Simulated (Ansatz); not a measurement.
Ansatz (a first-principles code) job for C3H5N3, SMILES N#C/N=C\CN, PBE0/def2-SVPD. The structure is a stationary point at B3LYP-D3(BJ)/def2-SVP. The structure was generated by enumeration; whether it is a known compound was not checked. Other conformers were not sampled.

Ansatz 0.2 input:
```yaml
crystal:
  periodic: [false, false, false]
  atoms:
    - {symbol: N, position_ang: [2.45439657, -0.71180710, 0.62891406]}
    - {symbol: C, position_ang: [1.62696950, -0.37549599, -0.12058124]}
    - {symbol: N, position_ang: [0.76497636, -0.03273377, -1.08184811]}
    - {symbol: C, position_ang: [-0.39871808, 0.43687705, -0.81722634]}
    - {symbol: C, position_ang: [-1.03407633, 0.62971344, 0.53517800]}
    - {symbol: N, position_ang: [-2.28207978, -0.10739877, 0.67627655]}
    - {symbol: H, position_ang: [-1.02923762, 0.67755060, -1.68867864]}
    - {symbol: H, position_ang: [-1.23487908, 1.70603231, 0.68102021]}
    - {symbol: H, position_ang: [-0.32997933, 0.32604141, 1.32663375]}
    - {symbol: H, position_ang: [-2.99070355, 0.21203901, 0.01623054]}
    - {symbol: H, position_ang: [-2.14130318, -1.10465273, 0.51717400]}
basis:
  gaussian:
    orbitals: def2-SVPD
hamiltonian:
  xc: {name: PBE0}
```

Program output:

```
WARN ansatz: RAYON_NUM_THREADS=1 ignored (pool sized by the plan → 1); use --threads N
Functional definition: PBE0
integrals: 0.08 GiB planned
1352 factors; their error is unknown
mean field: 0.75 GiB planned
mean field evaluation 1: about -7639.5640 eV, gradient 5.8e1 eV
mean field evaluation 2: about -7629.6239 eV, gradient 8.7e1 eV
mean field evaluation 4: about -7646.6829 eV, gradient 5.9e0 eV
mean field evaluation 8: about -7646.7504 eV, gradient 2.4e-1 eV
mean field evaluation 16: about -7646.7200 eV, gradient 3.2e-4 eV
mean field -7646.71999941 eV, -281.0117768452 hartree, gradient 7.8e-5 eV, S^2 0.000000; 0 other end points of the search recorded, 0 dependent functions left out
reference -7646.72003308 eV, -281.0117780828 hartree; 22, 22 occupied and 138, 138 virtual orbitals, 1352 factors
Total energy: -7646.72003308 eV, -281.0117780828 hartree
```

The run converged.

Cost: roughly 3 core-seconds.
